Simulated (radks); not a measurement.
Values are calculated unless marked as measured or tabulated.
All-electron atom: As in [Ar] 3d10 4s2 4p2.75 5s0.25 (fractional occupations, a model configuration). Level of theory: scalar-relativistic Kohn-Sham, PBE, spin-unpolarised, spherical densities, finite nucleus; Fermi nuclear charge, rms radius 4.0968 fm (a radial shooting solver on a logarithmic mesh with Libxc functionals).

Unscreened Slater integrals over Kohn-Sham orbitals (cm^-1).

F0(5s,5s): 26449
F0(5s,4p): 34218
G1(5s,4p): 2727.4
F0(5s,4s): 34843
G0(5s,4s): 1160.0
F0(5s,3d): 36225
G2(5s,3d): 549.61
F0(4p,4p): 79776
F2(4p,4p): 40733
F0(4p,4s): 89164
G1(4p,4s): 56724
F0(4p,3d): 105710
F2(4p,3d): 19428
G1(4p,3d): 6760.3
G3(4p,3d): 5924.2
F0(4s,4s): 102960
F0(4s,3d): 132050
G2(4s,3d): 11818
F0(3d,3d): 298950
F2(3d,3d): 140550
F4(3d,3d): 87899

Derived for the open shells (J is the average intra-shell exchange parameter used in DFT+U). 4p: J = F2/5 = 8147 cm^-1.
